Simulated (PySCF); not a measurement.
Computed vibrations of Tl(NH2)3(H2O)

Tl(NH2)3(H2O) (singlet). PySCF 2.14.0, RKS PBE0, Tl def2-SVP with ECP60, N def2-SVP, H def2-SVP, O def2-SVP; non-relativistic Hamiltonian with scalar-relativistic core potentials where named; density fitting; no spin-orbit coupling. Central differences of gradients.

```xyz
13

Tl    0.0628   -0.0628    0.1502
N     1.1207    1.6030    0.9481
H     2.0898    1.5348    0.6320
H     1.1584    1.5157    1.9652
N    -1.6030   -1.1207    0.9481
H    -1.5157   -1.1584    1.9652
H    -1.5348   -2.0898    0.6320
N     0.7601   -0.7601   -1.8135
H     0.6129   -1.7645   -1.9198
H     1.7645   -0.6129   -1.9198
O    -1.0781    1.0781   -1.7883
H    -1.6160    1.6160   -2.3726
H    -0.4768    0.4768   -2.2975
```

Run from Python with OMP_NUM_THREADS=2. Where DIIS fails, smearing, a level shift and second-order steps follow.
It took 4.7 min on 2 threads of Arm Neoverse V1, on a shared host.

(1) What are the harmonic wavenumbers and infrared intensities?

(2) Is this a minimum?

Answers

(1) Modes are labelled in Cs; negative numbers are unstable modes, those under 60 cm⁻¹ near the noise; a finer grid moves soft modes by up to 10 cm⁻¹.
```csv
cm⁻¹,km/mol,symmetry
-334,–,a''
33,14.5,a''
83,9.8,a'
99,0.3,a''
111,0.5,a''
129,11.2,a'
139,33.1,a'
178,28.5,a'
260,15.0,a''
268,16.1,a'
471,7.0,a'
489,85.7,a'
512,107.7,a''
586,147.7,a'
657,38.8,a''
668,31.3,a'
708,164.0,a'
765,17.8,a''
858,35.8,a''
861,40.8,a''
885,41.8,a'
1504,76.5,a'
1532,0.1,a''
1543,4.8,a'
1558,114.9,a'
3366,423.2,a'
3510,8.8,a''
3510,3.2,a'
3524,2.5,a'
3612,4.8,a'
3612,1.0,a''
3621,3.4,a''
3967,102.0,a'
```

(2) No: 1 unstable; the lowest moves the atoms so:
```
Tl   0.00  0.00  0.00
N   -0.01  0.00  0.00
H   -0.01  0.01 -0.02
H    0.02 -0.02  0.00
N    0.00 -0.01  0.00
H   -0.02  0.02  0.00
H    0.01 -0.01  0.02
N   -0.01 -0.01  0.00
H    0.03 -0.02  0.03
H   -0.02  0.03 -0.03
O    0.07  0.07  0.00
H   -0.70 -0.70  0.00
H   -0.08 -0.08  0.00
```
